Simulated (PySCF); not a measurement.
Cl₂GeH₄OSi, SMILES Cl[SiH](Cl)[O][GeH3].

Geometry: B3LYP-D3(BJ)/def2-SVP. The structure was generated by enumeration, and PubChem lists no compound with its InChIKey, so it may never have been made. Other conformers were not sampled.

Two levels are set side by side: TDDFT-PBE/def2-SVPD (PySCF) and TDDFT-PBE0/def2-SVPD (PySCF). Vertical, same geometry. The lowest singlet is HOMO→LUMO 97 % with PBE and HOMO→LUMO 81 % with the other functional; states are paired by order. Differences are taken from unrounded values.

| quantity | TDDFT-PBE |
|---|---|
| lowest singlet excitation (eV) | 6.33 |
| lowest triplet excitation (TDA) (eV) | 6.10 |

**Question.** These are the TDDFT-PBE values. What does TDDFT-PBE0 give? (Estimate from the structure and the level; the computed values follow.)

**Answer.** 
| quantity | TDDFT-PBE0 | TDDFT-PBE minus TDDFT-PBE0 |
|---|---|---|
| lowest singlet excitation (eV) | 7.23 | -0.89 |
| lowest triplet excitation (TDA) (eV) | 6.84 | -0.73 |

Functionals without exact exchange tend to place singlet excitations lower, as here. Differences between two approximate levels are no errors against the true value.

Rough cost on one machine, each run with all the roots and properties that it gave: TDDFT-PBE0 against TDDFT-PBE about 5 times.
